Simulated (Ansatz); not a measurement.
Consider the redistribution: `O=C[SiH2][SiH2][SiH3]` + `OB[TeH]` → `O=C[SiH2]BO` + `[SiH3][SiH2][TeH]`.

Isolated molecules relaxed with PBE0-D4/def2-TZVP in Ansatz; ΔE leaves out vibrations. CCSD(T)/CBS is the MP2 limit (def2-TZVPP, def2-QZVPP) plus CCSD(T) − MP2 in def2-TZVPP, frozen cores. DFT in def2-TZVPP. B3LYP here is the variant with VWN-RPA as its local correlation; programs differ in this. def2 core potentials past Kr. For Te outer-core shells are correlated without core-valence functions, which leaves a few kJ/mol of doubt a bond. One conformer a species, not always the lowest.

```json
{"level": "PBE-D4", "ΔE (kJ/mol)": "4.8", "difference from CCSD(T)/CBS": "5.0"}
{"level": "r2SCAN-D4", "ΔE (kJ/mol)": "6.4", "difference from CCSD(T)/CBS": "6.6"}
{"level": "PBE0-D4", "ΔE (kJ/mol)": "3.3", "difference from CCSD(T)/CBS": "3.5"}
{"level": "B3LYP-D4", "ΔE (kJ/mol)": "1.3", "difference from CCSD(T)/CBS": "1.5"}
{"level": "ωB97X-V", "ΔE (kJ/mol)": "-0.1", "difference from CCSD(T)/CBS": "0.1"}
{"level": "ωB97M-V", "ΔE (kJ/mol)": "-1.0", "difference from CCSD(T)/CBS": "-0.8"}
{"level": "B2PLYP", "ΔE (kJ/mol)": "0.8", "difference from CCSD(T)/CBS": "1.0"}
{"level": "PBE", "ΔE (kJ/mol)": "3.7", "difference from CCSD(T)/CBS": "3.9"}
{"level": "r2SCAN", "ΔE (kJ/mol)": "5.8", "difference from CCSD(T)/CBS": "6.0"}
{"level": "PBE0", "ΔE (kJ/mol)": "2.1", "difference from CCSD(T)/CBS": "2.3"}
{"level": "B3LYP", "ΔE (kJ/mol)": "-0.3", "difference from CCSD(T)/CBS": "-0.1"}
{"level": "HF/def2-TZVPP", "ΔE (kJ/mol)": "0.4", "difference from CCSD(T)/CBS": "0.6"}
{"level": "MP2/def2-TZVPP", "ΔE (kJ/mol)": "3.2", "difference from CCSD(T)/CBS": "3.4"}
{"level": "SCS-MP2/def2-TZVPP", "ΔE (kJ/mol)": "2.1", "difference from CCSD(T)/CBS": "2.3"}
{"level": "CCSD/def2-TZVPP", "ΔE (kJ/mol)": "3.3", "difference from CCSD(T)/CBS": "3.5"}
{"level": "CCSD(T)/def2-TZVPP", "ΔE (kJ/mol)": "3.9", "difference from CCSD(T)/CBS": "4.1"}
{"level": "HF/def2-QZVPP", "ΔE (kJ/mol)": "0.0", "difference from CCSD(T)/CBS": "0.2"}
{"level": "MP2/def2-QZVPP", "ΔE (kJ/mol)": "0.7", "difference from CCSD(T)/CBS": "0.9"}
{"level": "SCS-MP2/def2-QZVPP", "ΔE (kJ/mol)": "-0.3", "difference from CCSD(T)/CBS": "-0.1"}
{"level": "HF/CBS(def2)", "ΔE (kJ/mol)": "-0.1", "difference from CCSD(T)/CBS": "0.1"}
{"level": "MP2/CBS(def2)", "ΔE (kJ/mol)": "-1.0", "difference from CCSD(T)/CBS": "-0.8"}
{"level": "CCSD/CBS(def2)", "ΔE (kJ/mol)": "-0.8", "difference from CCSD(T)/CBS": "-0.6"}
{"level": "CCSD(T)/CBS", "ΔE (kJ/mol)": "-0.2", "difference from CCSD(T)/CBS": "0"}
```

Largest T1 diagnostic among the species: 0.017.
